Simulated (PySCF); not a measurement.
Species: CH7ClSi2.
Numbering: `[SiH3:1][CH:2]([SiH3:3])[Cl:4]` (hydrogens: H5, H6, H7 on Si1; H8 on C2; H9, H10, H11 on Si3)

Cartesian coordinates in Å at the PBE0-D3(BJ)/def2-SVP level; atoms count from 1:
```
atom  x, y, z in Å
Si1   -2.051    0.726    1.016
C2    -0.657    1.844    0.388
Si3    1.101    1.179    0.629
Cl4   -0.777    3.422    1.266
H5    -1.853    0.463    2.470
H6    -2.011   -0.568    0.265
H7    -3.366    1.395    0.793
H8    -0.817    2.060   -0.681
H9     1.335    0.921    2.079
H10    1.242   -0.099   -0.135
H11    2.088    2.177    0.123
```

Jobs on this species (11 atoms, 58 electrons) with PySCF (density fitting). Hardware of each: Arm Neoverse V1, one thread, shared host. The host was shared with other jobs, so the times are rough. Peak memory is the resident size of the whole Python process, interpreter and libraries included.

```
                                                                 level and settings                                                          work  basis functions  SCF cycles  wall time  peak memory
 delta-SCF UKS SCAN, pcX-2 on the ionised atom, pcseg-1 elsewhere, non-relativistic                                 ΔSCF core ionisation, 5 holes              145           ?          ?            ?
   delta-SCF UKS B3LYP, pcX-2 on the ionised atom, pcseg-1 elsewhere, spin-free X2C                                 ΔSCF core ionisation, 5 holes              145           ?          ?            ?
    delta-SCF UKS SCAN, pcX-2 on the ionised atom, pcseg-1 elsewhere, spin-free X2C                                 ΔSCF core ionisation, 5 holes              145          67       22 s     0.52 GiB
    delta-SCF UKS PBE0, pcX-2 on the ionised atom, pcseg-1 elsewhere, spin-free X2C                                 ΔSCF core ionisation, 5 holes              145          59       26 s     0.53 GiB
      delta-SCF UKS HF, pcX-2 on the ionised atom, pcseg-1 elsewhere, spin-free X2C                                 ΔSCF core ionisation, 5 holes              145          62       17 s     0.60 GiB
    delta-SCF UKS SCAN, pcX-1 on the ionised atom, pcseg-1 elsewhere, spin-free X2C                                 ΔSCF core ionisation, 5 holes              125          65       18 s     0.45 GiB
delta-SCF UKS SCAN, def2-TZVP on the ionised atom, pcseg-1 elsewhere, spin-free X2C                                 ΔSCF core ionisation, 5 holes              122          64       20 s     0.45 GiB
     delta-SCF UKS PBE, pcX-2 on the ionised atom, pcseg-1 elsewhere, spin-free X2C                                 ΔSCF core ionisation, 5 holes              145          66       14 s     0.48 GiB
                                                 PBE0-D3(BJ)/def2-SVP, grid level 1  geometry optimisation from a GFN2-xTB start shaken at random              103          30       19 s     0.43 GiB
```

Task: Fill in the missing figures.

Result: 
- delta-SCF UKS SCAN, pcX-2 on the ionised atom, pcseg-1 elsewhere, non-relativistic; ΔSCF core ionisation, 5 holes: 22 s, 0.56 GiB, 67 SCF cycles
- delta-SCF UKS B3LYP, pcX-2 on the ionised atom, pcseg-1 elsewhere, spin-free X2C; ΔSCF core ionisation, 5 holes: 27 s, 0.60 GiB, 60 SCF cycles

Task: What do all jobs in the table cost together?

Result: About 3.1 min; the longest takes about 15 % of that, and about 1.9 times as long as the shortest.
